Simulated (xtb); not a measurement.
C4H5BF2, SMILES C=C1C[C@@H](F)B1F. All values are semi-empirical tight-binding results from xtb (GFN2-xTB unless named), good for trends rather than for accurate numbers. Coordinates come from a GFN2-xTB optimisation. The structure was generated by enumeration; whether it is a known compound was not checked.

Computed properties:
```
Quantity                                          Value
----------------------------------------  -------------
orbital gap                                     3.19 eV
dipole moment                                    3.17 D
zero-point energy                         52.3 kcal/mol
G − E(el) at 298.15 K (modified RRHO)     32.6 kcal/mol
static polarisability (D4 model)             57.4 bohr³
solvation energy, GFN2-xTB/ALPB(water)    -3.1 kcal/mol
solvation energy, GFN2-xTB/ALPB(octanol)  -4.6 kcal/mol
```

Question: Give the IR lines (harmonic; lines under 4 % of the strongest left out, lines within 3 cm⁻¹ merged). (The exact figures need the calculation; the answer reports its results.)

Answer: ν (cm⁻¹): 327 (w), 458 (w), 535 (w), 557 (w), 643 (w), 704 (w), 867 (m), 926 (w), 949 (m), 1010 (w), 1064 (w), 1095 (w), 1148 (m), 1172 (w), 1381 (vs), 1414 (vs), 1437 (m), 1698 (m), 2916 (w), 2997 (w), 3007 (w), 3078 (w), 3114 (w) (against the strongest line: vs over 80 %, s over 45 %, m over 15 %, w over 4 %, vw less)
